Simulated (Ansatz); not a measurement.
Ansatz (a program for electronic structure) job for SiBr2Cl, SMILES Br[Si](Cl)Br, multiplicity 2, B3LYP-D3(BJ)/def2-SVP. 

Ansatz 0.2 input:
```yaml
crystal:
  periodic: [false, false, false]
  atoms:
    - {symbol: Si, position_ang: [0.61444035, 0.48333113, 0.00000000]}
    - {symbol: Br, position_ang: [-0.07588786, -0.66390573, 1.78512484]}
    - {symbol: Br, position_ang: [-0.07588786, -0.66390572, -1.78512485]}
    - {symbol: Cl, position_ang: [-0.19353027, 2.33569206, 0.00000002]}
basis:
  gaussian:
    orbitals: def2-SVP
hamiltonian:
  xc: b3lyp
  dispersion: d3bj
magnetization: {spin_polarized: true, initial_magnetization: 1}
relax: {f_tol: 0.002, max_steps: 200}
```

Program output:

```
WARN ansatz: RAYON_NUM_THREADS=2 ignored (pool sized by the plan → 2); use --threads N
Functional definition: B3LYP
integrals: 0.05 GiB planned
1004 factors; integrals over basis functions are off by at most 1.9e-4 eV
mean field: 1.08 GiB planned
mean field evaluation 1: about -160473.7723 eV, gradient 9.7e0 eV
mean field evaluation 2: about -160473.4992 eV, gradient 1.2e1 eV
mean field evaluation 4: about -160474.3198 eV, gradient 3.4e-1 eV
mean field evaluation 8: about -160474.3227 eV, gradient 5.2e-2 eV
mean field evaluation 16: about -160474.3227 eV, gradient 5.4e-5 eV
mean field -160474.32271741 eV, -5897.3225864621 hartree, gradient 5.4e-5 eV, S^2 0.752027; 0 other end points of the search recorded, 0 dependent functions left out
the calculation of the forces begins
reference -160474.32295728 eV, -5897.3225952770 hartree; 51, 50 occupied and 49, 50 virtual orbitals, 1004 factors
relax step   1: F+E_penalty+E_count = -160474.69298106 eV  Δ(F+E_penalty+E_count) = +0.000e0 eV  max|allowed force component| = 9.720e-1 eV/Å  Δτ_max = 0.0000 Å  (29 SCF iters, accepted)
these checks for a lower state are left out or cut short: starts, cluster_reference, orbital_swaps, neighbouring_geometries, increment
integrals: 0.05 GiB planned
1004 factors; integrals over basis functions are off by at most 2.1e-4 eV
mean field: 1.08 GiB planned
mean field -160474.36971310 eV, -5897.3243135218 hartree, gradient 1.3e-5 eV, S^2 0.752235; 0 other end points of the search recorded, 0 dependent functions left out
the calculation of the forces begins
reference -160474.36995447 eV, -5897.3243223922 hartree; 51, 50 occupied and 49, 50 virtual orbitals, 1004 factors
relax step   2: F+E_penalty+E_count = -160474.73254933 eV  Δ(F+E_penalty+E_count) = -3.957e-2 eV  max|allowed force component| = 7.945e-2 eV/Å  Δτ_max = 0.0689 Å  (31 SCF iters, accepted)
these checks for a lower state are left out or cut short: starts, cluster_reference, orbital_swaps, neighbouring_geometries, increment
integrals: 0.05 GiB planned
1004 factors; integrals over basis functions are off by at most 2.0e-4 eV
mean field: 1.08 GiB planned
mean field -160474.36962842 eV, -5897.3243104099 hartree, gradient 3.1e-5 eV, S^2 0.752217; 0 other end points of the search recorded, 0 dependent functions left out
the calculation of the forces begins
reference -160474.36986941 eV, -5897.3243192660 hartree; 51, 50 occupied and 49, 50 virtual orbitals, 1004 factors
relax step   3: F+E_penalty+E_count = -160474.73399675 eV  Δ(F+E_penalty+E_count) = -1.447e-3 eV  max|allowed force component| = 1.443e-2 eV/Å  Δτ_max = 0.0135 Å  (29 SCF iters, accepted)
these checks for a lower state are left out or cut short: starts, cluster_reference, orbital_swaps, neighbouring_geometries, increment
integrals: 0.05 GiB planned
1004 factors; integrals over basis functions are off by at most 2.0e-4 eV
mean field: 1.08 GiB planned
mean field evaluation 32: about -160474.3671 eV, gradient 6.2e-2 eV
mean field -160474.36956200 eV, -5897.3243079691 hartree, gradient 2.3e-5 eV, S^2 0.752210; 0 other end points of the search recorded, 0 dependent functions left out
the calculation of the forces begins
reference -160474.36980294 eV, -5897.3243168233 hartree; 51, 50 occupied and 49, 50 virtual orbitals, 1004 factors
relax step   4: F+E_penalty+E_count = -160474.73401961 eV  Δ(F+E_penalty+E_count) = -2.286e-5 eV  max|allowed force component| = 4.433e-3 eV/Å  Δτ_max = 0.0013 Å  (23 SCF iters, accepted)
these checks for a lower state are left out or cut short: starts, cluster_reference, orbital_swaps, neighbouring_geometries, increment
integrals: 0.05 GiB planned
1004 factors; integrals over basis functions are off by at most 2.0e-4 eV
mean field: 1.08 GiB planned
mean field -160474.36955302 eV, -5897.3243076391 hartree, gradient 1.6e-5 eV, S^2 0.752209; 0 other end points of the search recorded, 0 dependent functions left out
the calculation of the forces begins
reference -160474.36979395 eV, -5897.3243164931 hartree; 51, 50 occupied and 49, 50 virtual orbitals, 1004 factors
relax step   5: F+E_penalty+E_count = -160474.73402066 eV  Δ(F+E_penalty+E_count) = -1.051e-6 eV  max|allowed force component| = 2.761e-4 eV/Å  Δτ_max = 0.0003 Å  (22 SCF iters, accepted)
integrals: 0.05 GiB planned
1004 factors; integrals over basis functions are off by at most 2.0e-4 eV
mean field: 1.08 GiB planned
mean field -160474.36955302 eV, -5897.3243076391 hartree, gradient 1.6e-5 eV, S^2 0.752209; 1 other end points of the search recorded, 0 dependent functions left out
the calculation of the forces begins
reference -160474.36979395 eV, -5897.3243164931 hartree; 51, 50 occupied and 49, 50 virtual orbitals, 1004 factors
Total energy: -160474.73426159 eV, -5897.3377104319 hartree
Atom 0 at     0.608503     0.441453     0.000000 Å, force     0.000020    -0.000276    -0.000000 eV/Å
Atom 1 at    -0.068753    -0.652103     1.838035 Å, force     0.000028     0.000058    -0.000011 eV/Å
Atom 2 at    -0.068753    -0.652103    -1.838035 Å, force     0.000028     0.000058     0.000011 eV/Å
Atom 3 at    -0.201863     2.353964     0.000000 Å, force    -0.000077     0.000161    -0.000000 eV/Å
Dipole moment:     0.130359    -0.005162     0.000000 e Å
```

Self-consistency was reached.

Cost: about 50 core-seconds (a rough figure).
